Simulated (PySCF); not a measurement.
A geometry optimisation, step by step.

Compound: CH₉BNP.
Bonds: C1–N2, N2–B3, B3–P4. Hydrogens: H5, H6, H7 on C1; H8, H9 on N2; H10, H11 on B3; H12, H13 on P4.

Method: PySCF 2.14.0, PBE0-D3(BJ)/def2-SVP geometry optimisation, gas phase; density fitting, grid level 1; the optimiser is geomeTRIC in internal coordinates, started from a GFN2-xTB structure with every atom displaced at random (about 0.01 Å). The frame can shift and turn from step to step; on so coarse a grid that alone can change the energy by a few meV, and forces under 0.02 eV/Å are noise.

Step 0: E = -12626.0738 eV, largest atomic force 2.682 eV/Å
```
atom  x, y, z in Å  |  force x, y, z in eV/Å
C1     -1.733    0.563    0.436   -1.103   1.200  -0.365
N2     -0.527    0.369   -0.324    0.905  -0.087   0.501
B3      0.561   -0.580    0.411    0.896   0.574  -0.556
P4      2.080   -0.684   -0.911   -2.242   0.371  -1.426
H5     -2.217   -0.382    0.625   -0.155  -0.626   0.185
H6     -1.512    1.058    1.382    0.203  -0.082   0.258
H7     -2.449    1.219   -0.110    0.195  -0.261   0.142
H8     -0.702   -0.068   -1.220   -0.132  -0.013  -0.480
H9     -0.063    1.266   -0.498   -0.126  -0.129  -0.155
H10     0.894   -0.043    1.440   -0.097   0.222   0.286
H11     0.069   -1.648    0.572   -0.409  -0.709   0.021
H12     2.770    0.431   -0.499    0.700   1.119   0.358
H13     2.835   -1.518   -0.195    1.364  -1.578   1.231
```

Step 1: E = -12626.2839 eV, largest atomic force 0.674 eV/Å
```
atom  x, y, z in Å  |  force x, y, z in eV/Å
C1     -1.406    0.631    0.596    0.134  -0.187   0.044
N2     -0.148    0.454   -0.142   -0.071   0.008  -0.163
B3      0.997   -0.418    0.613   -0.196  -0.121   0.066
P4      2.498   -0.563   -0.672    0.478  -0.083   0.468
H5     -1.841   -0.358    0.794    0.045   0.025   0.008
H6     -1.179    1.105    1.558   -0.014   0.012   0.039
H7     -2.122    1.242    0.035   -0.074   0.092  -0.072
H8     -0.325    0.015   -1.052    0.029   0.016   0.089
H9      0.248    1.369   -0.364    0.024   0.046  -0.001
H10     1.234    0.175    1.653    0.007   0.018   0.024
H11     0.489   -1.523    0.795    0.089   0.077  -0.023
H12     3.260    0.596   -0.250   -0.123  -0.306  -0.131
H13     3.290   -1.498    0.115   -0.328   0.402  -0.349
```

Step 2: E = -12626.3014 eV, largest atomic force 0.192 eV/Å
```
atom  x, y, z in Å  |  force x, y, z in eV/Å
C1     -1.405    0.623    0.594    0.006  -0.028  -0.017
N2     -0.147    0.462   -0.143    0.000   0.041  -0.039
B3      0.992   -0.409    0.621   -0.041  -0.002   0.021
P4      2.494   -0.560   -0.664    0.109  -0.052   0.149
H5     -1.825   -0.372    0.788    0.004   0.002   0.006
H6     -1.186    1.096    1.560   -0.005   0.002  -0.003
H7     -2.129    1.232    0.032    0.001  -0.002   0.014
H8     -0.315    0.021   -1.051    0.009  -0.010   0.010
H9      0.247    1.381   -0.362   -0.003  -0.007   0.016
H10     1.226    0.185    1.664   -0.006   0.012  -0.005
H11     0.491   -1.513    0.799    0.035   0.010  -0.012
H12     3.279    0.571   -0.261   -0.021  -0.053  -0.027
H13     3.270   -1.489    0.102   -0.090   0.086  -0.113
```

Step 3: E = -12626.3039 eV, largest atomic force 0.053 eV/Å
```
atom  x, y, z in Å  |  force x, y, z in eV/Å
C1     -1.407    0.616    0.591   -0.005  -0.002  -0.003
N2     -0.146    0.470   -0.143   -0.004   0.000  -0.004
B3      0.992   -0.397    0.627    0.017   0.015   0.003
P4      2.494   -0.558   -0.657   -0.045   0.025  -0.008
H5     -1.816   -0.383    0.784    0.001  -0.003   0.001
H6     -1.196    1.090    1.558   -0.002   0.002  -0.001
H7     -2.138    1.218    0.031    0.003  -0.003   0.001
H8     -0.306    0.026   -1.051    0.008  -0.003  -0.009
H9      0.242    1.391   -0.359   -0.006   0.000   0.011
H10     1.223    0.198    1.669   -0.007   0.011  -0.010
H11     0.497   -1.502    0.802    0.005  -0.013   0.004
H12     3.297    0.557   -0.259    0.022   0.015   0.007
H13     3.257   -1.499    0.086    0.014  -0.045   0.007
```

Step 4: E = -12626.3049 eV, largest atomic force 0.084 eV/Å
```
atom  x, y, z in Å  |  force x, y, z in eV/Å
C1     -1.410    0.610    0.589   -0.010   0.006  -0.002
N2     -0.146    0.475   -0.142   -0.006  -0.015   0.008
B3      0.994   -0.386    0.632    0.027   0.007  -0.003
P4      2.493   -0.552   -0.654   -0.057   0.046  -0.040
H5     -1.811   -0.393    0.780   -0.002  -0.002  -0.001
H6     -1.206    1.085    1.556    0.000   0.000  -0.002
H7     -2.144    1.206    0.027    0.002  -0.005   0.000
H8     -0.299    0.029   -1.051    0.006   0.004  -0.011
H9      0.237    1.399   -0.355   -0.004   0.002   0.006
H10     1.222    0.211    1.673   -0.005   0.011  -0.010
H11     0.503   -1.493    0.806   -0.003  -0.011   0.012
H12     3.314    0.548   -0.254    0.022   0.014   0.015
H13     3.247   -1.512    0.073    0.028  -0.058   0.027
```

Step 5: E = -12626.3067 eV, largest atomic force 0.092 eV/Å
```
atom  x, y, z in Å  |  force x, y, z in eV/Å
C1     -1.421    0.590    0.580   -0.009   0.014   0.000
N2     -0.146    0.488   -0.138   -0.013  -0.037   0.021
B3      1.002   -0.354    0.644    0.022  -0.028  -0.013
P4      2.493   -0.531   -0.647   -0.025   0.061  -0.064
H5     -1.797   -0.423    0.767   -0.004  -0.001  -0.004
H6     -1.239    1.071    1.549    0.002  -0.001  -0.001
H7     -2.164    1.168    0.011    0.001  -0.004  -0.004
H8     -0.277    0.040   -1.050    0.001   0.018  -0.009
H9      0.217    1.421   -0.343    0.003   0.005  -0.004
H10     1.223    0.252    1.682    0.004   0.012  -0.006
H11     0.522   -1.465    0.821   -0.013   0.003   0.029
H12     3.366    0.521   -0.228    0.008  -0.003   0.024
H13     3.214   -1.552    0.030    0.023  -0.038   0.032
```

Step 6: E = -12626.3074 eV, largest atomic force 0.061 eV/Å
```
atom  x, y, z in Å  |  force x, y, z in eV/Å
C1     -1.427    0.580    0.574   -0.003   0.010   0.000
N2     -0.147    0.492   -0.137   -0.011  -0.029   0.016
B3      1.008   -0.339    0.650    0.004  -0.041  -0.012
P4      2.495   -0.516   -0.644    0.006   0.044  -0.042
H5     -1.793   -0.437    0.760   -0.003   0.000  -0.003
H6     -1.257    1.063    1.545    0.002  -0.002  -0.001
H7     -2.174    1.149    0.001   -0.001  -0.002  -0.003
H8     -0.268    0.045   -1.050   -0.002   0.016  -0.005
H9      0.207    1.430   -0.338    0.006   0.004  -0.006
H10     1.226    0.275    1.683    0.008   0.012  -0.005
H11     0.533   -1.452    0.833   -0.011   0.011   0.027
H12     3.393    0.507   -0.205   -0.003  -0.010   0.019
H13     3.196   -1.569    0.006    0.007  -0.011   0.015
```

Step 7: E = -12626.3080 eV, largest atomic force 0.043 eV/Å
```
atom  x, y, z in Å  |  force x, y, z in eV/Å
C1     -1.434    0.568    0.567    0.006   0.000  -0.001
N2     -0.149    0.494   -0.136   -0.003  -0.005  -0.003
B3      1.014   -0.324    0.654   -0.020  -0.038  -0.004
P4      2.501   -0.493   -0.642    0.034   0.007   0.001
H5     -1.791   -0.454    0.750   -0.001   0.000  -0.001
H6     -1.275    1.053    1.538    0.000  -0.002   0.001
H7     -2.183    1.128   -0.012   -0.002   0.002   0.000
H8     -0.260    0.049   -1.052   -0.005   0.005   0.003
H9      0.196    1.435   -0.334    0.006  -0.001  -0.003
H10     1.231    0.302    1.681    0.009   0.009  -0.003
H11     0.545   -1.437    0.852   -0.002   0.014   0.014
H12     3.421    0.493   -0.164   -0.012  -0.011   0.006
H13     3.177   -1.585   -0.025   -0.011   0.021  -0.010
```

Step 8: E = -12626.3082 eV, largest atomic force 0.032 eV/Å
```
atom  x, y, z in Å  |  force x, y, z in eV/Å
C1     -1.437    0.563    0.564    0.006  -0.003   0.000
N2     -0.151    0.491   -0.137    0.002   0.008  -0.011
B3      1.016   -0.321    0.654   -0.020  -0.019   0.003
P4      2.507   -0.480   -0.640    0.026  -0.007   0.017
H5     -1.792   -0.459    0.747    0.000   0.000   0.000
H6     -1.280    1.048    1.535   -0.001  -0.002   0.001
H7     -2.186    1.121   -0.017   -0.001   0.002   0.001
H8     -0.260    0.047   -1.054   -0.004  -0.004   0.005
H9      0.192    1.433   -0.336    0.003  -0.003  -0.001
H10     1.233    0.312    1.676    0.005   0.005  -0.002
H11     0.549   -1.433    0.862    0.003   0.007   0.001
H12     3.428    0.491   -0.138   -0.008  -0.005  -0.001
H13     3.174   -1.585   -0.038   -0.011   0.020  -0.014
```

Step 9: E = -12626.3082 eV, largest atomic force under 0.02 eV/Å
```
atom  x, y, z in Å  |  force x, y, z in eV/Å
C1     -1.438    0.560    0.562    0.002  -0.001   0.001
N2     -0.152    0.488   -0.139    0.003   0.008  -0.008
B3      1.016   -0.321    0.654   -0.008  -0.002   0.005
P4      2.510   -0.471   -0.638    0.007  -0.003   0.012
H5     -1.793   -0.462    0.746    0.000   0.000  -0.001
H6     -1.280    1.046    1.533   -0.001  -0.002   0.001
H7     -2.187    1.118   -0.018    0.000   0.001   0.001
H8     -0.261    0.044   -1.056   -0.003  -0.006   0.004
H9      0.191    1.430   -0.339    0.000  -0.002  -0.002
H10     1.232    0.316    1.674    0.000   0.001   0.000
H11     0.551   -1.433    0.866    0.004   0.000  -0.005
H12     3.429    0.494   -0.122   -0.001   0.001  -0.002
H13     3.175   -1.582   -0.045   -0.004   0.006  -0.007
```

Problem. Summarise the path.

Solution. The energy falls by 5.41 kcal/mol from step 0 to step 9; nine tenths of that is first reached at step 2. It never rises by more than 0.2 meV. The largest force goes from 2.682 to under 0.02 eV/Å. Among the bonds P4–H13 changes most, from 1.334 to 1.424 Å; the atoms move by 0.168 Å rms after alignment.

Problem. Follow the three bonds and two angles with the largest change from start to end.

Solution. 
```tsv
step	E above end (kcal/mol)	largest force (eV/Å)	P4–H13 (Å)	P4–H12 (Å)	B3–H11 (Å)	P4–B3–H10 (°)	B3–P4–H12 (°)
0	5.41	2.682	1.334	1.374	1.187	111.9	98.0
1	0.56	0.674	1.456	1.450	1.230	116.2	98.6
2	0.16	0.192	1.432	1.435	1.225	116.4	99.9
3	0.10	0.053	1.422	1.430	1.223	116.7	100.5
4	0.08	0.084	1.421	1.430	1.223	116.9	100.8
5	0.04	0.092	1.421	1.430	1.224	117.5	101.7
6	0.02	0.061	1.423	1.430	1.224	117.6	101.9
7	0.00	0.043	1.425	1.430	1.224	117.4	101.8
8	0.00	0.032	1.425	1.429	1.224	117.1	101.6
9	0.00	under 0.02	1.424	1.429	1.224	116.8	101.4
```

What follows is the cost of the whole optimisation. On an Arm Neoverse V1 with one thread (shared host), this took 37 s and 0.43 GiB of memory at its peak.
